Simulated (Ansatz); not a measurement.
The cluster Ge₃Te₇, relaxed as a singlet with RKS PBE-D4/def2-SVP in Ansatz, starting from the GFN1-xTB geometry. Force threshold 0.03 eV/Å.

In the def2 sets Te takes a core potential; there is no spin–orbit coupling. Another isomer (singlet) lies 0.76 eV lower at PBE0-D4/def2-SVP; other spin states weren't run for this one.

Start:

Cartesian coordinates in Å:
```
Ge 0.724 -1.421 0.340
Ge 3.202 -0.174 -2.719
Ge -2.341 1.994 0.646
Te 1.570 1.620 -2.321
Te -0.820 -3.292 0.831
Te -2.907 4.018 -0.442
Te 0.916 -2.081 2.718
Te -2.889 0.466 2.376
Te -0.149 0.873 -0.308
Te 2.696 -2.002 -1.122
```

(1) Estimate the energy that the relaxation releases and the steps that it takes.

(2) Does the start keep its bonding?

(3) Predict the relaxed structure.

Answers

(1) 37.5 kcal/mol, in 33 steps; 4.1 min on 4 threads of Arm Neoverse V2 on a shared host. The force fell under the threshold at step 31, but the optimiser went on. No frequencies were taken in this run, so the end may be a saddle point.

(2) Bonds formed: Ge3–Te5, Te5–Te6 (atoms count from 1).

(3) 
```xyz
10

Ge    0.741   -1.138    0.425
Ge    2.810   -0.073   -2.980
Ge   -1.925    1.113    0.843
Te    1.903    2.038   -1.841
Te   -1.885   -1.455    0.031
Te   -3.132    1.150   -1.351
Te   -0.112   -2.696    2.215
Te   -1.544    1.566    3.245
Te    0.792    1.559    0.782
Te    2.350   -2.064   -1.368
```
Bond lengths: 10 × Ge–Te 2.47 to 2.75 Å; 3 × Te–Te 2.89 to 3.20 Å.
